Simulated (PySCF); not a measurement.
A small calculation by hand: oscillator strength and radiative lifetime

C₃H₆F₂Si, SMILES C([SiH2]/C=C\F)F.

Coordinates come from a ωB97X-D3(BJ)/def2-SVP optimisation. The structure was generated by enumeration; whether it is a known compound was not checked. The values are those of a single conformer.

TDA-CAM-B3LYP/def2-SVPD in PySCF puts the first singlet state with f over 0.02 at 7.49 eV (vertical), with the transition dipole (0.932, 1.284, 0.000) in atomic units.

**Question.** Find the oscillator strength, the wavelength and the radiative lifetime that this transition would have in vacuum if emission retraced absorption.

**Answer.** 
|μ|² = 2.5173 au, so |μ| = 4.03 D. ΔE = 7.49/27.211 = 0.2753 hartree. f = (2/3) ΔE |μ|² = 0.462 (the program prints 0.462).
λ = 1239.84/7.49 = 166 nm; ν = 60411 cm⁻¹.
Einstein's coefficient A = 0.6670 ν² f s⁻¹ (ν in cm⁻¹) = 1.1e9 s⁻¹, so τ = 1/A = 0.89 ns. This state is S3; the lower singlets have f = 0.009, 0.000. The figure is the radiative limit of this one transition; relaxation, internal conversion, crossing to triplets and a medium change what is measured.
